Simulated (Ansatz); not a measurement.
Calculated with Ansatz (gas phase, PBE0-D4/def2-TZVP geometries, no zero-point term in ΔE). CBS: MP2 limit from def2 TZ/QZ plus the TZ coupled-cluster correction, frozen cores. DFT in def2-TZVPP. B3LYP here is the variant with VWN-RPA as its local correlation; programs differ in this. Each species was taken in one conformer, which may not be the lowest.

Reaction (redistribution): `CO[Si]1(F)CO1` + `C[SiH](Cl)N=C=O` → `CO[Si]1(Cl)CO1` + `C[SiH](F)N=C=O`

| level | ΔE (kJ/mol) | difference from CCSD(T)/CBS |
| --- | --- | --- |
| PBE0-D4 | -2.6 | -0.6 |
| B3LYP-D4 | -2.9 | -0.9 |
| B2PLYP | -2.3 | -0.3 |
| PBE | -3.8 | -1.8 |
| r2SCAN | -2.6 | -0.6 |
| PBE0 | -2.4 | -0.4 |
| B3LYP | -2.6 | -0.6 |
| HF/def2-TZVPP | 0.8 | 2.8 |
| MP2/def2-TZVPP | -2.2 | -0.2 |
| SCS-MP2/def2-TZVPP | -1.6 | 0.4 |
| CCSD/def2-TZVPP | -1.1 | 0.9 |
| CCSD(T)/def2-TZVPP | -1.8 | 0.2 |
| MP2/def2-QZVPP | -2.3 | -0.3 |
| SCS-MP2/def2-QZVPP | -1.7 | 0.3 |
| HF/CBS(def2) | 0.6 | 2.6 |
| MP2/CBS(def2) | -2.3 | -0.3 |
| CCSD(T)/CBS | -2.0 | 0 |

Largest T1 diagnostic among the species: 0.014.
